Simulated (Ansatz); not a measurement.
Relaxation of BClH$_{5}$NO$_{2}$ (10 atoms, charge 0, multiplicity 1), to a largest force component of 0.03 eV/Å in at most 50 steps.

All numbers below come from RHF/6-31G* in Ansatz 0.2.0.

```xyz
10
Properties=species:S:1:pos:R:3:forces:R:3
B 0.086 -0.357 0.305 -0.20 -0.46 1.77
N -0.065 -0.299 1.789 0.17 0.07 -1.78
H -0.862 -0.713 2.225 0.01 0.00 -0.02
H 0.766 -0.457 2.320 0.00 0.00 0.00
O 1.338 -0.242 -0.191 0.04 -0.04 0.02
H 1.344 -0.182 -1.136 0.01 0.01 -0.04
O -0.966 -0.529 -0.538 0.02 0.03 0.01
H -1.823 -0.477 -0.142 0.02 -0.01 0.02
Cl -0.310 2.693 0.364 0.12 -0.35 1.21
H -0.138 1.926 1.424 -0.20 0.75 -1.18
```

Q: Where does it end, and by what steps?

A: It converged. The force dipped under the threshold on the way, but the program's further checks kept it going. After 15 steps the energy has fallen by 0.308 eV; Cl9 moved furthest, 1.28 Å.

```tsv
step	energy less start (eV)	largest force component (eV/Å)	accepted
0	0.0000	1.785	yes
1	-0.1357	0.916	yes
2	-0.1470	1.525	yes
3	-0.2391	0.477	yes
4	-0.2619	0.586	yes
5	-0.2746	0.427	yes
6	-0.2971	0.279	yes
7	-0.3001	0.223	yes
8	-0.3061	0.031	yes
9	-0.3014	0.521	no
10	-0.3076	0.030	yes
11	-0.3075	0.153	no
12	-0.3081	0.042	yes
13	-0.3083	0.053	yes
14	-0.3084	0.030	yes
15	-0.3085	0.012	yes
```

```xyz
10
Properties=species:S:1:pos:R:3
B 0.148 -0.535 0.194
N -0.009 -0.040 1.532
H -0.832 -0.254 2.053
H 0.804 -0.060 2.113
O 1.407 -0.681 -0.288
H 1.416 -0.938 -1.199
O -0.907 -0.820 -0.622
H -1.763 -0.631 -0.269
Cl -0.602 3.283 1.467
H -0.293 2.040 1.439
```

Whether the end is a true minimum wasn't checked by a vibrational analysis.

Time of the run: 37 s on 1 thread of Arm Neoverse V1 (shared host), peak memory 0.16 GiB.
